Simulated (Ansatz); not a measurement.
A run for Ansatz (an electronic-structure program): R-CCSD(T)/def2-QZVPP on BiH3 (SMILES [H][Bi]([H])[H]). Elements past Kr take the def2 small-core potentials; no spin–orbit coupling. The basis file is the Basis Set Exchange's JSON of that set.

Ansatz 0.2 input:
```yaml
crystal:
  periodic: [false, false, false]
  atoms:
    - {symbol: Bi, position_ang: [-0.00000000, -0.19345225, -0.74647463]}
    - {symbol: H, position_ang: [0.00000000, 1.49064410, -0.12078071]}
    - {symbol: H, position_ang: [1.27588035, -0.64859592, 0.43362767]}
    - {symbol: H, position_ang: [-1.27588035, -0.64859592, 0.43362767]}
basis:
  gaussian:
    orbitals: def2-QZVPP.json
magnetization: {spin_polarized: false}
correlation: {method: ccsd_t, electrons: outside_noble_gas}
scf: {lower_state_search: off}
```

What total energy does the run end on?

-215.4397 hartree (reference determinant -215.2656, T1 diagnostic 0.015).

How many basis functions does it have, and what does it roughly cost on one machine?

172 functions; roughly 12 core-seconds.
